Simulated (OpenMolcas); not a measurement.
A calculation on O IV.

```
Program             : OpenMolcas 26.06
Method              : CASSCF
Basis               : ANO-RCC-VTZP [4s3p2d1f]
Scalar Hamiltonian  : DKH2, point nucleus
Active space        : 3 electrons in 8 orbitals (2s 2p 3s 3p)
State averaging     : 2S+1 = 4 odd, 1 root; 2S+1 = 2 odd, 11 roots; 2S+1 = 4 even, 3 roots; 2S+1 = 2 even, 9 roots
Spin-orbit coupling : RASSI with atomic mean-field integrals over the reference wave functions, term energies averaged over their components
```

Q: Which level of the active space comes out lowest?

A: 2s² 2p ²P°_1/2, with 100 % of that term; it is also the measured ground level.

Q: How high does 2s 2p² ²D_3/2 lie?

A: 132748 cm⁻¹ above the lowest level; measured 126950 cm⁻¹ above the ground level, so the calculation is off by +5 %.

Q: How high does 2s 2p² ²S_1/2 lie?

A: 166614 cm⁻¹ above the lowest level; measured 164366 cm⁻¹ above the ground level, so the calculation is off by +1 %.

Q: How high does 2s² 2p ²P°_3/2 lie?

A: 376 cm⁻¹ above the lowest level; measured 386 cm⁻¹ above the ground level, so the calculation is off by -3 %.

Measured values: Moore, Selected Tables of Atomic Spectra, NSRDS-NBS 3, section 10.

Active for correlation alone: 3p 3s; no level in the range computed is led by a configuration that fills them, so any true level of that kind is missing. Computed and measured levels are paired by configuration, term and J; levels that our copy of the source lacks, or whose pairing is in doubt (as where it misses far off the trend of its configuration), stay unpaired and out of the deviations. Levels of configurations outside the active space are missing.

° marks odd parity.
